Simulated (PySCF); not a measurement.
(1S)-1-bromo-1-chloroethane (C2H4BrCl), SMILES C[C@@H](Cl)Br.

Coordinates come from a PBE0-D3(BJ)/def2-SVP optimisation.

All values below come from CAM-B3LYP/def2-TZVP (PySCF).

Isolated molecule, no solvent.

Computed frontier levels, gap, dipole moment and polarisability:
| Property | Value |
|---|---|
| highest occupied level | -9.52 eV |
| lowest empty level | 0.55 eV |
| orbital gap | 10.07 eV |
| dipole moment | 2.03 D |
| quadrupole, principal values (traceless, Buckingham form, about the centre of nuclear charge) | -3.88, 0.42, 3.46 D·Å |
| mean static polarisability | 56.0 bohr³ (8.29 Å³) |
| polarisability, principal values | 43.9, 55.2, 68.9 bohr³ |
